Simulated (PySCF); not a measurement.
C₃H₃ClF₂, SMILES FC(/C=C/Cl)F.

Geometry: PBE-D3(BJ)/def2-SVP. Other conformers were not sampled.

Two levels are set side by side: PBE/def2-TZVP (PySCF) and B3LYP/def2-TZVP (PySCF). Same geometry, gas phase. Differences are taken from unrounded values.

```tsv
quantity	PBE
orbital gap (eV)	4.81
highest occupied level (eV)	-6.74
lowest empty level (eV)	-1.93
dipole moment (D)	1.37
mean polarisability (bohr³)	52.6
```

Question: These are the PBE values. What does B3LYP give? (The exact figures need the calculation; the answer reports its results.)

Answer: 
| quantity | B3LYP | PBE minus B3LYP |
|---|---|---|
| orbital gap (eV) | 6.52 | -1.71 |
| highest occupied level (eV) | -7.70 | 0.96 |
| lowest empty level (eV) | -1.19 | -0.74 |
| dipole moment (D) | 1.49 | -0.12 |
| mean polarisability (bohr³) | 51.1 | 1.4 |

PBE's occupied levels lie high since its potential decays too fast outside the molecule; exact exchange lowers them and widens the gap. Differences between two approximate levels are no errors against the true value.

Rough cost on one machine, each run with all the roots and properties that it gave: B3LYP against PBE within a factor of 2.
